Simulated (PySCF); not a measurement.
Does the answer move with the share of exact exchange?

Compound: di-propylamine, C₆H₁₅N.
Bonds: C1–C2, C2–C3, C3–N4, N4–C5, C5–C6, C6–C7. Hydrogens: H8, H9, H10 on C1; H11, H12 on C2; H13, H14 on C3; H15 on N4; H16, H17 on C5; H18, H19 on C6; H20, H21, H22 on C7.

Torsions of this conformer, `[CH3:1][CH2:2][CH2:3][NH:4][CH2:5][CH2:6][CH3:7]`: C1–C2–C3–N4 178°, C2–C3–N4–C5 180°, C3–N4–C5–C6 180°, N4–C5–C6–C7 -178°.

PySCF, def2-SVPD basis, density fitting, gas phase, PBE0-D3(BJ)/def2-SVP geometry; singlet excitations by full TDDFT with frozen cores, triplets by Tamm–Dancoff TDDFT and ionisation energies by ΔSCF, from the lowest of the holes tried. One functional is left out:

| functional | exact exchange (%) | HOMO energy (eV) | LUMO energy (eV) | lowest singlet excitation (eV) | lowest triplet excitation (eV) | dipole moment (D) | mean polarisability (au) | vertical ionisation energy (eV) |
| --- | --- | --- | --- | --- | --- | --- | --- | --- |
| LDA | 0 | -5.05 | -0.04 | 5.04 | 4.93 | 0.751 | 92.4 | 8.44 |
| PBE | 0 | -4.95 | 0.08 | 5.08 | 4.94 | 0.722 | 90.7 | 8.29 |
| PBE0 | 25 | -6.34 | 0.80 | 5.93 | 5.71 | 0.771 | 86.9 | 8.40 |
| BHandHLYP | 50 | -7.72 | 1.29 | 6.46 | 6.20 | 0.811 | 84.3 | 8.38 |

Predict the row of B3LYP (20 % exact exchange) by straight lines through the other rows, and check it.

```
                       property   line  computed  computed − line  PBE0 (25 %), for comparison
               HOMO energy (eV)  -6.08     -6.14            -0.06                        -6.34
               LUMO energy (eV)   0.56      0.50            -0.06                         0.80
 lowest singlet excitation (eV)   5.66      5.69            +0.03                         5.93
 lowest triplet excitation (eV)   5.48      5.51            +0.03                         5.71
              dipole moment (D)  0.766     0.765           -0.001                        0.771
       mean polarisability (au)   88.4      87.7             -0.7                         86.9
vertical ionisation energy (eV)   8.38      8.48            +0.10                         8.40
```

Which of these properties follows the share of exact exchange most closely, and which least?

Most closely the HOMO energy, least the vertical ionisation energy; the correlations over the tabulated rows are HOMO energy -0.999, lowest triplet excitation 0.994, lowest singlet excitation 0.992, LUMO energy 0.990, mean polarisability -0.972, dipole moment 0.948, vertical ionisation energy 0.151. The HOMO energy moves by -0.543 eV for every 10 %. Functionals with the same share still differ in their other parts: at 0 % LDA and PBE differ by 0.10 eV in it.
